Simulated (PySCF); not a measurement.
Spinor energies of In²⁺ (indium, charge +2)

Start: [Kr] 4d9 5s2; 4d3/2 filled at m_j = -3/2, -1/2, +1/2, +3/2; 4d5/2 filled at m_j = -3/2, -1/2, +1/2, +3/2, +5/2. Calculated with PySCF 2.14 in x2c-TZVPall-2c: generalised Hartree-Fock with the X2C-1e Hamiltonian and a Gaussian nucleus; one run each with spin-orbit coupling (SO) switched off, then screened by Boettger's factors. This is a chosen level, not necessarily the ground level.

```csv
spinor shell,electrons,"ε, spin-free (eV)","ε, screened SO (eV)",weight of nominal j (screened SO),"rms radius, screened SO (bohr)"
1s1/2,2,-28106.8,-28104.3,1.000,0.0340
2s1/2,2,-4320.9,-4320.1,1.000,0.139
2p1/2,2,-3873.7,-4019.9,1.000,0.120
2p3/2,4,-3873.7,-3806.7,1.000,0.125
3s1/2,2,-879.31,-879.10,1.000,0.371
3p1/2,2,-729.21,-756.50,1.000,0.365
3p3/2,4,-729.21,-716.60,1.000,0.376
3d3/2,4,-496.85,-501.70,0.999,0.350
3d5/2,6,-496.85,-493.40,0.999,0.353
4s1/2,2,-168.33,-168.28,1.000,0.901
4p1/2,2,-120.69,-126.38,0.989,0.963
4p3/2,4,-120.69,-118.00,0.994,0.991
4d3/2,4,-50.715,-51.548,0.920,1.21
4d5/2,5,-50.715,-50.075,0.936,1.23
5s1/2,2,-28.126,-28.122,1.000,2.49
```

```csv
quantity,spin-free,screened SO
E (hartree),-5876.25058,-5877.54650
M_J,5/2,5/2
⟨J²⟩,8.754,8.754
⟨L²⟩,6.004,6.020
⟨S²⟩,0.750,0.766
```

Each row is a mean over spinors that exchange with the open shell spreads, by up to 6.301 eV (4p3/2).

Breit and QED terms are absent; they matter most for the inner s and p1/2 levels.

Densities and radii are taken from the X2C orbitals without a picture-change correction, which distorts them close to the nucleus.

Without spin-orbit coupling the j labels of p, d and f shells carry no meaning; the spin-free column gives the mean over the occupied spinors of each nl shell.
